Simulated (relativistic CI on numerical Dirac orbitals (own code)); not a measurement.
**Ni⁴⁺ in a cubic cluster: 3s photoemission with charge transfer**

Computed with a charge-transfer multiplet model of a cubic metal-ligand cluster with up to 3 ligand holes, Slater and spin-orbit integrals from Dirac-Coulomb-Breit ions, Slater integrals scaled by 0.7. The ground state mixes d6 with configurations of k ligand holes L, whose averages lie at kΔ + k(k − 1)U_dd/2; a core hole lowers each added d electron by U_cd. 300 K, Lorentzian 1.4 eV and Gaussian 0.8 eV FWHM.

Atomic integrals in eV (Slater integrals scaled, ζ unscaled), ground: F2dd 9.934, F4dd 6.234, zeta_d 0.099; with the core hole: F2dd 10.577, F4dd 6.666, zeta_d 0.110, G2cd 10.197.

Cluster parameters (eV): Δ = -1.6, U_dd = 7.3, U_cd = 8.1, 10Dq = 1.9, 10Dq(ligand) = 0.4, final-state hopping factor = 1.

```csv
Case,n_d,d6,d7L,d8L2,d9L3,S
"V(eg) = 1.5 eV, V(t2g) = -0.65 eV",6.82,0.28,0.62,0.10,0.00,0.06
"V(eg) = 1.8 eV, V(t2g) = -0.78 eV",6.85,0.27,0.60,0.12,0.00,0.04
"V(eg) = 2.1 eV, V(t2g) = -0.91 eV",6.88,0.27,0.59,0.14,0.01,0.03
"V(eg) = 2.4 eV, V(t2g) = -1.04 eV",6.91,0.26,0.58,0.16,0.01,0.03
"V(eg) = 2.7 eV, V(t2g) = -1.17 eV",6.94,0.25,0.57,0.17,0.01,0.02
```

Weights, n_d and S are thermal averages at 300 K. Binding energies count from the first peak over 30 % of the highest in each spectrum, which can be another peak from case to case. The parameters are a model scan and need not match a compound or its usual spin state. Peaks in eV (height, largest 100):
- V(eg) = 1.5 eV, V(t2g) = -0.65 eV: 0.0 (100), 4.2 (70), 7.1 (51), 10.9 (27), 17.2 (19)
- V(eg) = 1.8 eV, V(t2g) = -0.78 eV: 0.0 (100), 4.7 (50), 8.0 (40), 11.9 (19), 17.1 (7), 18.6 (10)
- V(eg) = 2.1 eV, V(t2g) = -0.91 eV: 0.0 (100), 5.1 (37), 8.7 (34), 12.8 (14), 18.0 (5), 20.1 (6)
- V(eg) = 2.4 eV, V(t2g) = -1.04 eV: 0.0 (100), 5.7 (28), 9.5 (29), 13.8 (10)
- V(eg) = 2.7 eV, V(t2g) = -1.17 eV: 0.0 (100), 6.2 (22), 10.4 (25), 14.9 (8)

For the case V(eg) = 1.8 eV, V(t2g) = -0.78 eV, Δ = -1.6 eV is smaller than U_dd = 7.3 eV, the charge-transfer side of the Zaanen-Sawatzky-Allen scheme (negative Δ: between configuration averages a ligand hole costs less than the nominal valence; multiplet and field energies can change this for the lowest states). With the core hole the average of the configuration with one ligand hole lies at Δ − U_cd = -9.7 eV before mixing: it lies below the unscreened one, so the lowest final states are mostly screened and the unscreened weight appears at higher binding energy as a satellite.

Without intra-shell correlation the exchange splitting of the 3s hole comes out too large.
